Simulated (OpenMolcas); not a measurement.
Cu2+ in a ligand field

Cu2+ with 6 ligands (fluoride) in octahedral coordination (Oh) at 2.16 Å. A charge of +0.667 e stands 3.2 Å behind each ligand. Ligand basis ANO-RCC-VDZP.
```
Cu    0.0000    0.0000    0.0000
F     2.1600    0.0000    0.0000
F     0.0000    2.1600    0.0000
F    -2.1600    0.0000    0.0000
F     0.0000   -2.1600    0.0000
F     0.0000    0.0000    2.1600
F     0.0000    0.0000   -2.1600
```

```yaml
Program: OpenMolcas 26.06
Method: CASSCF
Basis: ANO-RCC-VDZP [5s4p2d1f]
Scalar_Hamiltonian: DKH2, point nucleus
Active_space: 9 electrons in 5 orbitals (3d)
State_averaging: 2S+1 = 2 even, 5 roots
Spin-orbit_coupling: RASSI with atomic mean-field integrals over the reference wave functions
```

The lowest spin-free states (labels of O, the rotations of Oh), above the lowest:

```json
{"State": "2E", "Degeneracy": "2", "E (cm-1)": "0.0", "Free-ion L (%)": "D (100)"}
{"State": "2T2", "Degeneracy": "3", "E (cm-1)": "3246", "Free-ion L (%)": "D (100)"}
```

The lowest levels with spin-orbit coupling:

| E (cm-1) | Degeneracy | Label | 2S+1 | g |
| --- | --- | --- | --- | --- |
| 0.0 | 4 | Γ8 | 2 |  |
| 2684 | 2 | Γ7 | 2 | 1.99 1.99 1.99 |
| 4191 | 4 | Γ8 | 2 |  |

Powder χT (cm3 K/mol): 0.713 at 2 K, 0.715 at 10 K, 0.726 at 50 K, 0.741 at 100 K, 0.769 at 200 K, 0.798 at 300 K. The effective moment at 300 K is 2.828 √(χT) = 2.53 μB.

The lowest level has 2S+1 = 2, for which the spin-only value is χT = S(S+1) / 2 = 0.375 cm3 K/mol (g = 2). The computed 0.798 at 300 K differs by +0.423, through orbital momentum, spin-orbit coupling and any other state in reach.

Metal share of the active 3d orbitals (Löwdin): 97, 97, 99, 99, 99 %; Mulliken charge of the metal 1.64.

The gap between the two states is 10Dq = 3246 cm-1.

An orbital doublet at a regular site is open to a Jahn-Teller distortion, which this geometry leaves out. Ligand-to-metal charge-transfer states are missing. With metal d orbitals alone and no dynamic correlation the field as a rule comes out too small, by tens of per cent, by up to half for chloride and softer ligands, and the orbital part of g and χT, which goes as 1/10Dq, too large. The distance lies 6 % over the 2.04 Å that this model takes as the normal distance (a Shannon-type radius plus a fixed donor radius); by an R⁻⁵ law this alone changes a d-shell field by about -25 %. No measured value stands beside these numbers; the geometry is a model, was not optimised and need not be the one that this ion takes.

The RASSCF and RASSI steps took 5 s on 1 thread of Arm Neoverse V2, on a shared host; the integral step is not counted.
